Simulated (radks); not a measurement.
Problem. All-electron atom: neutral boron in [He] 2s2 3p1 (not the ground configuration). All-electron calculation, Dirac Kohn-Sham, PBE, spin-unpolarised, spherical densities, point nucleus; open shells fill j = l - 1/2 first. Program: a radial shooting solver on a logarithmic mesh with Libxc functionals. Some entries of the table are withheld. Estimate them.

orbital  occ.  eigenvalue (hartree)  r(max) (bohr)  <r> (bohr)
1s1/2       2                   (1)            (2)      0.3292
2s1/2       2                   (3)          1.450       1.791
3p1/2       1                   (4)            (5)         (6)
3p3/2       0                   (7)            (8)         (9)

Solution. 
(1) 1s1/2 eigenvalue (hartree): -6.95837
(2) 1s1/2 r(max) (bohr): 0.2104
(3) 2s1/2 eigenvalue (hartree): -0.56870
(4) 3p1/2 eigenvalue (hartree): -0.04688
(5) 3p1/2 r(max) (bohr): 6.969
(6) 3p1/2 <r> (bohr): 7.805
(7) 3p3/2 eigenvalue (hartree): -0.04687
(8) 3p3/2 r(max) (bohr): 6.970
(9) 3p3/2 <r> (bohr): 7.806
